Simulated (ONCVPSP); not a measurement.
Plane-wave convergence, ONCV potential for argon

```
Element                 : argon (Ar)
Generator               : ONCVPSP 4.0.1
Type                    : optimised norm-conserving Vanderbilt (ONCV)
Functional              : PBE
Relativity              : scalar-relativistic
Frozen core             : [Ne]
Valence charge          : 8
Reference configuration : 3s2 3p5.5 (charge +0.5)
Partial waves           : 3s: rc 0.95 bohr, ncon 5, nbas 10, qcut 6.3 1/bohr, 2 projectors, debl 1.9 Ha; 3p: rc 1.10 bohr, ncon 4, nbas 8, qcut 7.2 1/bohr, 2 projectors, debl 2.6 Ha; d scattering state at 0.16 Ha: rc 0.90 bohr, ncon 4, nbas 8, qcut 11.6 1/bohr, local
Local potential         : the d channel
Core correction         : Teter function, fcfact 4.75, rcfact 1.35
```

**Question.** For each optimised wave give the share of its norm inside rc, the residual kinetic energy above qcut (Ha) and the cutoffs (Ha) for errors of 10, 1, 0.1 and 0.01 mHa per electron.

**Answer.**

```csv
wave,norm inside rc,residual KE,10 mHa,1 mHa,0.1 mHa,0.01 mHa
3s,0.190,1.5e-02,55.6,297.8,341.7,377.5
s projector 2,0.065,3.1e-03,15.0,158.5,399.8,443.3
3p,0.229,9.1e-05,6.8,15.8,25.5,158.4
p projector 2,0.068,3.1e-03,7.9,82.7,213.1,241.7
d projector 1,0.071,1.5e-04,35.6,53.7,71.5,260.8
```

The occupied waves need 298 Ha and 342 Ha for 1 and 0.1 mHa. Note: ghosts flagged at negative energy: s at -285.6 eV; GHOST(+) flags only above 600 eV. A true bound ghost makes a file unfit for plane-wave use.
